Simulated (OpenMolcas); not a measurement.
Re³⁺.

- Program: OpenMolcas
- Basis: ANO-RCC-VTZP [8s7p5d3f2g1h]
- Scalar Hamiltonian: DKH2, point nucleus
- Active space: 4 electrons in 5 orbitals (5d)
- State averaging: 2S+1 = 5 even, 5 roots; 2S+1 = 3 even, 45 roots; 2S+1 = 1 even, 50 roots
- Spin-orbit coupling: RASSI with atomic mean-field integrals over the reference wave functions, term energies averaged over their components

Two sets of levels on these reference wave functions, in cm⁻¹ above 5d⁴ ⁵D₀: one from CASSCF and one from MS-CASPT2, IPEA 0.25 Eh, imaginary shift 0.1 Eh (closed shells correlated: 5s 5p).

```
            Level  Set 1  Set 2
   5d⁴ ⁵D₀ [69 %]    0.0    0.0
          5d⁴ ⁵D₁   3070   2440
          5d⁴ ⁵D₂   6000   5120
          5d⁴ ⁵D₃   8440   7600
          5d⁴ ⁵D₄  10320   9770
5d⁴ ³P₀(1) [58 %]  15520  17810
   5d⁴ ³H₄ [58 %]  18100  19230
          5d⁴ ³H₅  22190  23190
   5d⁴ ³G₃ [59 %]  21330  23250
       5d⁴ ³P₁(1)  20830  23820
5d⁴ ³F₂(1) [72 %]  21630  24340
          5d⁴ ³H₆  24160  25140
5d⁴ ³P₂(1) [60 %]  26170  29580
5d⁴ ³F₃(1) [56 %]  28380  30750
   5d⁴ ³D₃ [63 %]  30210  33210
          5d⁴ ³G₅  31700  33250
```

Problem. Which set is which?

Solution. Set 1 is MS-CASPT2. Its levels of the other terms of 5d⁴ lie at 0.87 to 0.96 of the other set's values, as expected, since terms of lower spin or lower L gain more correlation energy than the Hund ground term. Against 13 measured levels (the list in Brasseur, Gamrath and Quinet, At. Data Nucl. Data Tables 157, 101636 (2024)) the mean absolute deviation is 1100 cm-1 with it and 2600 cm-1 without; single levels miss by up to 1900 cm-1 with it.

CASPT2 breaks the degeneracy within a term, and the mean is taken; among the terms shown or strongly mixed into the levels shown the widest spread is 1200 cm-1 (5d⁴ ¹I, MS-CASPT2). Without dynamic correlation excited terms often stand tens of per cent too high (terms of higher spin than the ground term too low), and those without a measured partner can miss by more than the paired ones (holds for CASSCF). Some levels mix across a computed gap that differs much from the measured one, so their mixing is not that of the real levels (holds for CASSCF). The CASPT2 spread within a term exceeds the gap to the next term for 5d⁴ ³D and 5d⁴ ¹I, 5d⁴ ¹I and 5d⁴ ¹G(1), so the order of their levels is uncertain (holds for MS-CASPT2). Computed and measured levels are paired by configuration, term and J; levels that our copy of the source lacks, or whose pairing is in doubt (as where it misses far off the trend of its configuration), stay unpaired and out of the deviations. Levels of configurations outside the active space are missing. The table leaves out levels that lie high or whose names do not pair safely across all columns.

A share in square brackets marks a mixed level and gives the weight of the term that names it, the lowest over the columns. A number in round brackets counts repeated terms of one configuration in the order of the reference energies.
